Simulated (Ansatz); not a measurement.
Consider the formal exchange of groups at a Ga–F bond: `[NH2][Ga]([F])[F]` + GeH₄ → `[NH2][Ga]([F])[GeH3]` + H–F.

Computed with Ansatz on PBE0-D4/def2-TZVP structures; ΔE is electronic, products minus reactants. CCSD(T)/CBS adds triple-zeta CCSD(T) − MP2 to the extrapolated MP2 energy (def2 sets, frozen cores). This one scheme is used for every species. Functionals use def2-TZVPP. B3LYP here is the variant with VWN-RPA as its local correlation; programs differ in this. For Ga, Ge outer-core shells are correlated without core-valence functions, which leaves a few kJ/mol of doubt a bond. Scalar relativity is left out up to krypton. Each species was taken in one conformer, which may not be the lowest.

(1) Is it downhill or uphill in electronic energy at CCSD(T)/CBS, and by how much? (An estimate is asked.)

(2) What do these levels give: LDA (SPW92), B3LYP-D4, r2SCANh-D4, ωB97X-V, B2PLYP, PBE-QIDH, r2SCAN0, MP2/def2-SVP, CCSD/def2-SVP, CCSD(T)/def2-SVP, HF/def2-QZVPP, HF/CBS(def2)? (Estimate.)

Largest T1 diagnostic among the species: 0.014.

Results:

(1) The calculation gave: Uphill: ΔE = +5.5 kcal/mol.

(2) Ansatz gave: LDA (SPW92) 3.9, B3LYP-D4 6.8, r2SCANh-D4 7.5, ωB97X-V 9.1, B2PLYP 8.8, PBE-QIDH 7.4, r2SCAN0 7.6, MP2/def2-SVP 14.1, CCSD/def2-SVP 13.7, CCSD(T)/def2-SVP 13.2, HF/def2-QZVPP 14.8, HF/CBS(def2) 14.9 kcal/mol.

Leaving LDA and LC-ωPBE aside and taking each functional with its dispersion term where it has one, the values, not all of them listed here, spread over 6.1 kcal/mol, from PBE-D4 to B97M-V. LDA lies −1.3 kcal/mol from PBE without D4. In def2-TZVPP, CCSD(T) changes the Hartree–Fock value by −6.2 kcal/mol (the triples alone add −0.6 kcal/mol) and MP2 by −6.1 kcal/mol. At CCSD(T), def2-SVP lies +7.8 kcal/mol from the extrapolated value and def2-TZVPP +2.4 kcal/mol.
